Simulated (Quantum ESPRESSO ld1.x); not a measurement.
The numbers below are computed, except where a source is named.
All-electron atom: Bi II in [Hg] 6p2. Code: ld1.x of Quantum ESPRESSO 7.5. Model: scalar-relativistic Kohn-Sham, LDA (Slater exchange, VWN5 correlation), spin-unpolarised, spherical densities, point nucleus.

Unscreened Slater integrals over Kohn-Sham orbitals (hartree). Empty in this configuration: 7s.

| integral | value |
|---|---|
| F0(6p,6p) | 0.32415 |
| F2(6p,6p) | 0.17502 |
| F0(6p,6s) | 0.36257 |
| G1(6p,6s) | 0.21915 |
| F0(6p,5d) | 0.40200 |
| F2(6p,5d) | 0.12274 |
| G1(6p,5d) | 0.046753 |
| G3(6p,5d) | 0.039527 |
| F0(6p,5p) | 0.41239 |
| F2(6p,5p) | 0.092367 |
| G0(6p,5p) | 0.015266 |
| G2(6p,5p) | 0.020576 |
| F0(6p,7s) | 0.20131 |
| G1(6p,7s) | 0.027421 |
| F0(6s,6s) | 0.42544 |
| F0(6s,5d) | 0.50484 |
| G2(6s,5d) | 0.10437 |
| F0(6s,5p) | 0.52556 |
| G1(6s,5p) | 0.040107 |
| F0(6s,7s) | 0.20869 |
| G0(6s,7s) | 0.010607 |
| F0(5d,5d) | 0.73275 |
| F2(5d,5d) | 0.38282 |
| F4(5d,5d) | 0.25583 |
| F0(5d,5p) | 0.81847 |
| F2(5d,5p) | 0.41382 |
| G1(5d,5p) | 0.50534 |
| G3(5d,5p) | 0.31471 |
| F0(5d,7s) | 0.21848 |
| G2(5d,7s) | 0.010146 |
| F0(5p,5p) | 0.94862 |
| F2(5p,5p) | 0.51127 |
| F0(5p,7s) | 0.22138 |
| G1(5p,7s) | 0.0051554 |
| F0(7s,7s) | 0.16623 |

Derived for the open shells (J is the average intra-shell exchange parameter used in DFT+U). 6p: J = F2/5 = 0.03500 hartree.
